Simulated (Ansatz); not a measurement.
The cluster Si₅Se₅, 10 atoms. Hardware: 6 threads of Intel Xeon on a shared host.

Correlated methods freeze 70 core orbitals; core or outer-core shells of Se are correlated, in sets that lack core-valence functions.

How many basis functions does each of these Ansatz runs have, and roughly what does it cost? MP2/def2-SVP, charge 0 singlet, energy, from earlier orbitals; PBE-D4/def2-SVP, charge 0 singlet, energy, from earlier orbitals; LDA (SPW92)/def2-TZVP, charge 0 singlet, energy, from earlier orbitals; r2SCAN-D4/def2-TZVP, charge 0 singlet, energy, from earlier orbitals; PBE-D4/def2-TZVP, charge 0 singlet, energy and forces, from earlier orbitals; PBE0-D4/def2-TZVP, charge 0 singlet, energy, from earlier orbitals; PBE0-D4/def2-SVP, charge 0 singlet, energy, from earlier orbitals; HF/STO-3G, charge 0 singlet, energy; PBE-D4/def2-SVP, charge 0 singlet, relaxation, 9 steps.

Other jobs shared the machine, so times can vary by a factor of up to 3.

| run | functions | fitting or Cholesky vectors | wall time | peak host memory (GiB) |
| --- | --- | --- | --- | --- |
| HF/STO-3G, charge 0 singlet, energy | 135 | 1416 | 4.3 s | 0.72 |
| PBE-D4/def2-SVP, charge 0 singlet, energy, from earlier orbitals | 250 | 2710 | 8 s | 0.69 |
| LDA (SPW92)/def2-TZVP, charge 0 singlet, energy, from earlier orbitals | 425 | 3195 | 13 s | 1.6 |
| PBE0-D4/def2-SVP, charge 0 singlet, energy, from earlier orbitals | 250 | 2365 | 21 s | 1.3 |
| PBE-D4/def2-TZVP, charge 0 singlet, energy and forces, from earlier orbitals | 425 | 3195 | 21 s | 1.6 |
| MP2/def2-SVP, charge 0 singlet, energy, from earlier orbitals | 250 | 2365 | 31 s | 1.4 |
| r2SCAN-D4/def2-TZVP, charge 0 singlet, energy, from earlier orbitals | 425 | 3195 | 37 s | 1.7 |
| PBE-D4/def2-SVP, charge 0 singlet, relaxation, 9 steps | 250 | 2710 | 62 s | 0.69 |
| PBE0-D4/def2-TZVP, charge 0 singlet, energy, from earlier orbitals | 425 | 2781 | 75 s | 3 |
